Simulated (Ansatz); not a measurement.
`BC(C)(F)[SiH3]` + disilane → `B[SiH2][SiH3]` + `CC(F)[SiH3]` at 500 K and 1 bar (formal exchange of groups at a B–C bond).

Gas-phase electronic energies from Ansatz, PBE0-D4/def2-TZVP geometries. CCSD(T)/CBS is the MP2 limit (def2-TZVPP, def2-QZVPP) plus CCSD(T) − MP2 in def2-TZVPP, frozen cores.

| species | CCSD(T)/CBS energy (Eh) | H − E (kJ/mol) | S (J/(mol·K)) |
| --- | --- | --- | --- |
| `BC(C)(F)[SiH3]` | -494.54641 | 295.9 | 423.1 |
| `[SiH3][SiH3]` | -581.74359 | 163.1 | 323.1 |
| `B[SiH2][SiH3]` | -607.10947 | 206.7 | 397.1 |
| `CC(F)[SiH3]` | -469.17172 | 258.2 | 377.8 |

H − E and S are ideal-gas, rigid-rotor, harmonic terms from PBE0-D4/def2-TZVP, for one conformer and one mirror image of each species. 1 Eh = 2625.50 kJ/mol, R = 8.31446 J/(mol·K).

Problem. By hand: ΔE, ΔH, ΔS and ΔG.

Solution. ΔE = (-607.10947) + (-469.17172) − (-494.54641) − (-581.74359) = 0.00881 Eh = 23.1 kJ/mol. Δ(H − E) = 206.7 + 258.2 − 295.9 − 163.1 = 5.9, so ΔH = 29.0 kJ/mol. ΔS = 397.1 + 377.8 − 423.1 − 323.1 = 28.7 J/(mol·K). ΔG = 29.0 − 500 × (28.7)/1000 = 14.7 kJ/mol.

Problem. By hand: the equilibrium constant, and the temperature at which ΔG would vanish if ΔH and ΔS stayed fixed.

Solution. log₁₀ K = −ΔG/(RT ln 10) = -1.5. ΔG = 0 at ΔH/ΔS = 1010 K.

TΔS isn't small against ΔH here. A doubt of 5 kJ/mol in ΔE shifts log₁₀ K by 0.5 here. Other conformers and mirror images would add mixing entropy, several J/(mol·K) or more a flexible species. These are equilibria of isolated gas molecules and say nothing of rates. Largest T1 diagnostic: 0.014 (customary marks: 0.02 for closed shells, 0.045 for open ones).
